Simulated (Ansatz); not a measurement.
`O[SiH]1CS1` + NH₃ → `N[SiH]1CS1` + H₂O at 500 K and 1 bar (ligand exchange at the Si–O bond).

Program: Ansatz. Geometries: PBE0-D4/def2-TZVP. ΔE: electronic, gas phase. CBS: MP2 limit from def2 TZ/QZ plus the TZ coupled-cluster correction, frozen cores. This one scheme is used for every species. One conformer a species, not always the lowest.

```tsv
species	CCSD(T)/CBS energy (Eh)	H − E (kJ/mol)	S (J/(mol·K))
`O[SiH]1CS1`	-802.53827	172.0	357.0
NH₃	-56.50880	108.2	211.8
`N[SiH]1CS1`	-782.65285	206.0	372.0
H₂O	-76.37941	73.2	206.3
```

H − E and S are ideal-gas, rigid-rotor, harmonic terms from PBE0-D4/def2-TZVP, for one conformer and one mirror image of each species. 1 Eh = 2625.50 kJ/mol, R = 8.31446 J/(mol·K).

Q: By hand: ΔE, ΔH, ΔS and ΔG.

A: ΔE = (-782.65285) + (-76.37941) − (-802.53827) − (-56.50880) = 0.01481 Eh = 38.9 kJ/mol. Δ(H − E) = 206.0 + 73.2 − 172.0 − 108.2 = -1.0, so ΔH = 37.9 kJ/mol. ΔS = 372.0 + 206.3 − 357.0 − 211.8 = 9.5 J/(mol·K). ΔG = 37.9 − 500 × (9.5)/1000 = 33.1 kJ/mol.

Q: By hand: the equilibrium constant, and the temperature at which ΔG would vanish if ΔH and ΔS stayed fixed.

A: log₁₀ K = −ΔG/(RT ln 10) = -3.5. ΔG = 0 at ΔH/ΔS = 3989 K, far beyond where these terms or the molecules hold.

The number of gas molecules stays the same, so ΔS is small and ΔH decides. A doubt of 5 kJ/mol in ΔE shifts log₁₀ K by 0.5 here. Other conformers and mirror images would add mixing entropy, several J/(mol·K) or more a flexible species. These are equilibria of isolated gas molecules and say nothing of rates. Largest T1 diagnostic: 0.012 (customary marks: 0.02 for closed shells, 0.045 for open ones).
